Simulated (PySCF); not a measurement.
A mixed set of molecules.

All values: PBE0/def2-SVPD (PySCF) at GFN2-xTB geometries, gas phase, one conformer each. Core orbitals are frozen in the response; Δα² is half the sum of the squared differences of the principal polarisabilities.

Question: Rank by HOMO energy, highest first.
A. `C[SiH](C)C[SiH2]F`
B. `C[SiH2]c1sccc1Cl`
C. `[SiH2]1C(Cl)=CC=C1SC`
D. `Cc1ccc([SiH2]Cl)s1`
E. `ClC[SiH2]C1=CC=CS1`

Answer: C (-5.77 eV), D (-6.84 eV), B (-6.97 eV), E (-7.18 eV), A (-8.52 eV).

Question: Rank by polarisability anisotropy Δα, lowest first.
A. `[CH3:1][S:2][C:3]1=[CH:4][CH:5]=[C:6]([Cl:7])[SiH2:8]1` with C1–S2–C3–C4 -178°
B. `[CH3:1][SiH2:2][c:3]1[s:4][cH:5][cH:6][c:7]1[Cl:8]` with C1–Si2–C3–S4 115°
C. `[CH3:1][SiH:2]([CH3:3])[CH2:4][SiH2:5][F:6]` with C1–Si2–C4–Si5 52°, Si2–C4–Si5–F6 53°
D. `[CH3:1][c:2]1[cH:3][cH:4][c:5]([SiH2:6][Cl:7])[s:8]1` with C4–C5–Si6–Cl7 1°
E. `[CH3:1][SiH2:2][c:3]1[cH:4][c:5]([Cl:6])[cH:7][s:8]1` with C1–Si2–C3–C4 129°
F. `[CH3:1][SiH2:2][c:3]1[cH:4][cH:5][c:6]([Cl:7])[s:8]1` with C1–Si2–C3–C4 0°

Answer: C (2.19 Å³), B (7.07 Å³), E (9.22 Å³), D (9.49 Å³), F (10.64 Å³), A (12.79 Å³).

All values together:

| SMILES | formula | μ (D) | HOMO (eV) | LUMO (eV) | α (Å³) | Δα (Å³) | electrons | α per electron (Å³) |
| --- | --- | --- | --- | --- | --- | --- | --- | --- |
| C[SiH2]c1sccc1Cl | C5H7ClSSi | 1.00 | -6.97 | -0.95 | 17.00 | 7.07 | 84 | 0.202 |
| ClC[SiH2]c1cccs1 | C5H7ClSSi | 2.72 | -7.18 | -0.99 | 17.13 | 9.52 | 84 | 0.204 |
| C[SiH2]c1ccc(Cl)s1 | C5H7ClSSi | 2.20 | -6.84 | -1.04 | 17.47 | 10.64 | 84 | 0.208 |
| CSC1=CC=C(Cl)[SiH2]1 | C5H7ClSSi | 2.05 | -5.77 | -1.80 | 18.50 | 12.79 | 84 | 0.220 |
| C[SiH](C)C[SiH2]F | C3H11FSi2 | 1.50 | -8.52 | 0.17 | 13.08 | 2.19 | 66 | 0.198 |
| Cc1ccc([SiH2]Cl)s1 | C5H7ClSSi | 2.18 | -6.84 | -0.90 | 17.05 | 9.49 | 84 | 0.203 |
| C[SiH2]c1cc(Cl)cs1 | C5H7ClSSi | 1.65 | -6.98 | -1.03 | 17.33 | 9.22 | 84 | 0.206 |

Conformers: `[CH3:1][SiH2:2][c:3]1[s:4][cH:5][cH:6][c:7]1[Cl:8]` with C1–Si2–C3–S4 115°; `[Cl:1][CH2:2][SiH2:3][c:4]1[cH:5][cH:6][cH:7][s:8]1` with Cl1–C2–Si3–C4 178°, C2–Si3–C4–C5 150°; `[CH3:1][SiH2:2][c:3]1[cH:4][cH:5][c:6]([Cl:7])[s:8]1` with C1–Si2–C3–C4 0°; `[CH3:1][S:2][C:3]1=[CH:4][CH:5]=[C:6]([Cl:7])[SiH2:8]1` with C1–S2–C3–C4 -178°; `[CH3:1][SiH:2]([CH3:3])[CH2:4][SiH2:5][F:6]` with C1–Si2–C4–Si5 52°, Si2–C4–Si5–F6 53°; `[CH3:1][c:2]1[cH:3][cH:4][c:5]([SiH2:6][Cl:7])[s:8]1` with C4–C5–Si6–Cl7 1°; `[CH3:1][SiH2:2][c:3]1[cH:4][c:5]([Cl:6])[cH:7][s:8]1` with C1–Si2–C3–C4 129°.

Question: How closely does the mean polarisability follow the number of electrons in this set?

Answer: The correlation coefficient is 0.95; α per electron runs from 0.198 to 0.220 Å³.
